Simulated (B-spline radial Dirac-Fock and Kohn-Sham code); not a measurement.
**Compton profile of Lu³⁵⁺**

System: the Lu³⁵⁺ ion in the configuration [Ar] 3d10 4s2 4p6.

These are calculated numbers from a B-spline atomic structure program; the model is the impulse approximation on configuration-average Dirac-Fock orbitals. pz is in atomic units of momentum; subshell profiles are per electron, for a selection of subshells; open shells are spread over both j values by their weights.

```csv
pz,J total,J 2s1/2,J 2p1/2,J 3s1/2,J 4p3/2
0,1.895,0.0380,0.0187,0.0823,0.0976
0.4,1.888,0.0380,0.0187,0.0819,0.0976
0.5,1.884,0.0380,0.0187,0.0816,0.0976
0.6,1.880,0.0379,0.0187,0.0813,0.0975
0.8,1.868,0.0379,0.0187,0.0806,0.0974
1,1.853,0.0378,0.0187,0.0796,0.0972
1.2,1.834,0.0377,0.0187,0.0785,0.0967
1.4,1.812,0.0376,0.0187,0.0772,0.0961
1.6,1.787,0.0374,0.0187,0.0757,0.0951
1.8,1.758,0.0373,0.0187,0.0740,0.0937
2,1.727,0.0371,0.0187,0.0722,0.0920
2.5,1.636,0.0366,0.0187,0.0671,0.0857
3,1.533,0.0360,0.0186,0.0613,0.0768
4,1.314,0.0346,0.0186,0.0490,0.0542
5,1.119,0.0328,0.0186,0.0369,0.0325
7,0.8612,0.0285,0.0184,0.0185,0.0111
10,0.6274,0.0213,0.0177,0.00753,0.00876
15,0.3311,0.0108,0.0154,0.00629,0.00264
20,0.1840,0.00462,0.0121,0.00393,0.000655
30,0.07186,0.00110,0.00601,0.000553,0.000495
40,0.03340,0.000937,0.00263,0.000207,0.000223
60,0.01034,0.000642,0.000514,0.000159,3.32e-05
100,0.001947,0.000147,3.95e-05,3.62e-05,1.50e-06
```

J(0) = 1.895. The 4p3/2 subshell gives the largest part, 21 %.

Mean momentum ⟨p⟩ by subshell (a.u.): 1s1/2 72.5, 2s1/2 25.9, 2p1/2 34.2, 2p3/2 30.7, 3s1/2 13.3, 3p1/2 15.8, 3p3/2 14.8, 3d3/2 17.7, 3d5/2 17.3, 4s1/2 7.92, 4p1/2 8.86, 4p3/2 8.50.
